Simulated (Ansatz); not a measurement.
CH$_{3}$FGeOS (`[F][GeH]1[O]C[S]1`), relaxed with RKS PBE0-D4/def2-TZVP in the Gaussian-basis code of Ansatz from a PBE-D4/def2-SVP geometry. The force threshold is 0.005 eV/Å; the program also tests the step.

The species carries charge 0 and has multiplicity 1.

Start:

```xyz
8

F     2.125    1.404    0.058
Ge    0.387    1.155    0.049
O    -0.056   -0.217   -1.053
C    -0.489   -1.145   -0.072
S    -0.396   -0.237    1.588
H    -0.200    2.540   -0.300
H    -1.541   -1.459   -0.244
H     0.170   -2.039   -0.026
```

Question: By how much does the energy fall, and how many steps does the optimiser take? (Best estimate.)

Answer: Ansatz gave: 1.29 kcal/mol, in 5 steps, 1 of them rejected.

Question: Which bonds change most? (An estimate is asked.)

Answer: Ansatz gave: C4–S5 from 1.894 to 1.861 Å; Ge2–S5 from 2.219 to 2.187 Å; Ge2–O3 from 1.814 to 1.784 Å; F1–Ge2 from 1.756 to 1.729 Å.

Question: Give the relaxed structure. (An estimate is asked.)

Answer: The calculation gave: 
```xyz
8

F     2.094    1.391    0.058
Ge    0.383    1.138    0.042
O    -0.040   -0.217   -1.038
C    -0.486   -1.138   -0.062
S    -0.383   -0.234    1.562
H    -0.204    2.508   -0.293
H    -1.522   -1.429   -0.244
H     0.158   -2.019   -0.026
```
